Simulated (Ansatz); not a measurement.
`[Cl][Hf]([Cl])([Cl])[I]` + HCl → `[Cl][Hf]([Cl])([Cl])[Cl]` + HI at 400 K and 1 bar (ligand exchange at the Hf–I bond).

Calculated with Ansatz (gas phase, PBE0-D4/def2-TZVP geometries, no zero-point term in ΔE). CCSD(T)/CBS is the MP2 limit (def2-TZVPP, def2-QZVPP) plus CCSD(T) − MP2 in def2-TZVPP, frozen cores. This one scheme is used for every species. Elements past krypton have def2 core potentials. For Hf, I outer-core shells are correlated without core-valence functions, which leaves a few kJ/mol of doubt a bond.

```json
{"species": "`[Cl][Hf]([Cl])([Cl])[I]`", "CCSD(T)/CBS energy (Eh)": "-1724.97910", "H − E (kJ/mol)": "45.1", "S (J/(mol·K))": "436.1"}
{"species": "HCl", "CCSD(T)/CBS energy (Eh)": "-460.38127", "H − E (kJ/mol)": "29.6", "S (J/(mol·K))": "195.4"}
{"species": "`[Cl][Hf]([Cl])([Cl])[Cl]`", "CCSD(T)/CBS energy (Eh)": "-1887.32756", "H − E (kJ/mol)": "45.6", "S (J/(mol·K))": "404.8"}
{"species": "HI", "CCSD(T)/CBS energy (Eh)": "-298.03592", "H − E (kJ/mol)": "25.7", "S (J/(mol·K))": "215.0"}
```

H − E and S are ideal-gas, rigid-rotor, harmonic terms from PBE0-D4/def2-TZVP. 1 Eh = 2625.50 kJ/mol, R = 8.31446 J/(mol·K).

Task: By hand: ΔE, ΔH, ΔS and ΔG.

Result: ΔE = (-1887.32756) + (-298.03592) − (-1724.97910) − (-460.38127) = -0.00311 Eh = -8.2 kJ/mol. Δ(H − E) = 45.6 + 25.7 − 45.1 − 29.6 = -3.4, so ΔH = -11.6 kJ/mol. ΔS = 404.8 + 215.0 − 436.1 − 195.4 = -11.7 J/(mol·K). ΔG = -11.6 − 400 × (-11.7)/1000 = -6.9 kJ/mol.

Task: By hand: the equilibrium constant, and the temperature at which ΔG would vanish if ΔH and ΔS stayed fixed.

Result: log₁₀ K = −ΔG/(RT ln 10) = 0.9. ΔG = 0 at ΔH/ΔS = 991 K, though so small a ΔS makes that figure unsure.

TΔS isn't small against ΔH here. A doubt of 5 kJ/mol in ΔE shifts log₁₀ K by 0.7 here. These are equilibria of isolated gas molecules and say nothing of rates. Largest T1 diagnostic: 0.014 (customary marks: 0.02 for closed shells, 0.045 for open ones).
